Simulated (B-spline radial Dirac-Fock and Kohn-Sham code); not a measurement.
## X-ray form factors of zinc in several charge states

The computed values come from a B-spline atomic structure program: Dirac-Fock orbitals of the configuration average with a finite nucleus.

Configurations: Zn [Ar] 3d10 4s2; Zn⁺ [Ar] 3d10 4s1; Zn²⁺ [Ar] 3d10. The first column is f₀ of Zn, the others are differences from it.

```
s (Å⁻¹)      Zn   Δ Zn⁺  Δ Zn²⁺
      0  30.000  -1.000  -2.000
   0.05  29.401  -0.802  -1.670
    0.1  27.927  -0.409  -0.969
   0.15  26.124  -0.111  -0.357
    0.2  24.283  +0.026  -0.009
   0.25  22.478  +0.062  +0.128
    0.3  20.721  +0.058  +0.149
   0.35  19.027  +0.043  +0.122
    0.4  17.421  +0.028  +0.083
   0.45  15.926  +0.015  +0.047
    0.5  14.559  +0.006  +0.021
    0.6  12.234  -0.003  -0.007
    0.7  10.442  -0.005  -0.014
    0.8   9.107  -0.004  -0.011
    0.9   8.132  -0.002  -0.006
      1   7.417  -0.001  -0.002
    1.1   6.879   0.000   0.000
    1.2   6.454   0.000  +0.001
    1.4   5.775   0.000   0.000
    1.6   5.180  -0.001  -0.002
```
